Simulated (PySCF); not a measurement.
C5H9ClO2.
SMILES with atom numbers: `[CH2:1]=[C:2]([Cl:3])[CH2:4][O:5][CH2:6][CH2:7][OH:8]` (hydrogens: H9, H10 on C1; H11, H12 on C4; H13, H14 on C6; H15, H16 on C7; H17 on O8)

Computed with PySCF at CAM-B3LYP/def2-SVPD, non-relativistic, on one gas-phase PBE0-D3(BJ)/def2-SVP geometry that isn't relaxed in the solvent. The solvent is an IEF-PCM continuum (cavity from Bondi-type radii × 1.2). Only the electrostatic response of the medium enters.

Gas phase at CAM-B3LYP/def2-SVPD: HOMO -8.86 eV, LUMO 0.79 eV, dipole 1.60 D.

Q: What does the continuum do to the energy, the frontier levels and the dipole at CAM-B3LYP/def2-SVPD in chloroform and dichloromethane?

A: 
| solvent | ε | E(solvent) − E(gas) (kJ/mol) | polarisation term (kJ/mol) | distortion of the solute (kJ/mol) | HOMO (eV) | LUMO (eV) | dipole (D) |
| --- | --- | --- | --- | --- | --- | --- | --- |
| chloroform | 4.711 | -19.48 | -21.39 | 1.91 | -8.78 | 0.92 | 1.96 |
| dichloromethane | 8.93 | -23.31 | -26.08 | 2.77 | -8.78 | 0.93 | 2.04 |

The first energy column is the sum of the next two and covers electrostatics alone. From chloroform to dichloromethane the lowering changes by a factor 1.20, Onsager's factor (ε − 1)/(2ε + 1) by 1.18 and ε itself by 1.9.

Q: Which radius a makes the point-dipole formula ΔE = −[(ε − 1)/(2ε + 1)]·μ²/a³ give the value in dichloromethane, with the gas-phase dipole?

A: μ = 0.630 au and |ΔE| = 0.00888 Eh give a = 1.41 Å; the farthest nucleus lies 3.84 Å from the centroid of the nuclei, so such a sphere wouldn't even hold the nuclei. The formula assumes a rigid point dipole at the centre of a sphere.

Q: How does the static polarisability (CAM-B3LYP/def2-SVPD, frozen core, with the continuum's full static response) change?

A: 
```tsv
medium	isotropic (au)	principal values (au)	⟨r²⟩ of the electrons (bohr²)
gas	85.6	67.4, 88.6, 100.7	1803.1
chloroform	104.4	83.8, 109.3, 120.0	1804.0
dichloromethane	109.0	88.5, 113.4, 125.0	1804.2
```

The isotropic value in dichloromethane is 1.27 times the gas-phase one; no cavity-field correction is applied. ⟨r²⟩ is taken about the centre of nuclear charge.
